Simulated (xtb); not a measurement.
C3H6FNSi, SMILES F[C@@H]1CN=C1[SiH3]. All values are semi-empirical tight-binding results from xtb (GFN2-xTB unless named), good for trends rather than for accurate numbers. Coordinates come from a GFN2-xTB optimisation. The structure was generated by enumeration; whether it is a known compound was not checked.

Optimised geometry:

Bonded distances (Å): F1–C2 1.369, C2–C3 1.542, C2–C5 1.512, C2–H7 1.095, C3–N4 1.469, C3–H8 1.090, C3–H9 1.089, N4–C5 1.287, C5–Si6 1.880, Si6–H10 1.457, Si6–H11 1.463, Si6–H12 1.466. Angles (°): F1–C2–C3 117.5, F1–C2–C5 118.5, F1–C2–H7 107.4, C3–C2–C5 82.4, C3–C2–H7 115.2, C5–C2–H7 114.7, C2–C3–N4 87.7, C2–C3–H8 117.3, C2–C3–H9 113.9, N4–C3–H8 114.3, N4–C3–H9 111.8, H8–C3–H9 110.2, C3–N4–C5 93.5, C2–C5–N4 96.0, C2–C5–Si6 133.5, N4–C5–Si6 130.4, C5–Si6–H10 108.5, C5–Si6–H11 106.9, C5–Si6–H12 106.1, H10–Si6–H11 112.4, H10–Si6–H12 112.1, H11–Si6–H12 110.4.

orbital gap: 3.02 eV
dipole moment: 1.47 D
zero-point energy: 50.0 kcal/mol
G − E(el) at 298.15 K (modified RRHO): 30.2 kcal/mol
static polarisability (D4 model): 69.3 bohr³
solvation energy, GFN2-xTB/ALPB(water): -2.8 kcal/mol
solvation energy, GFN2-xTB/ALPB(acetone): -4.7 kcal/mol

Q: Give the atomic charges and the Wiberg bond orders between heavy atoms. (The exact figures need the calculation; the answer reports its results.)

A: charges (e) F1 -0.25, C2 0.14, C3 0.01, N4 -0.24, C5 -0.02, Si6 0.44, H7 0.04, H8 0.04, H9 0.06, H10 -0.07, H11 -0.07, H12 -0.08. Bond orders F1–C2 0.93, C2–C3 0.98, C3–N4 1.02, C2–C5 0.99, N4–C5 1.88, C5–Si6 0.86.
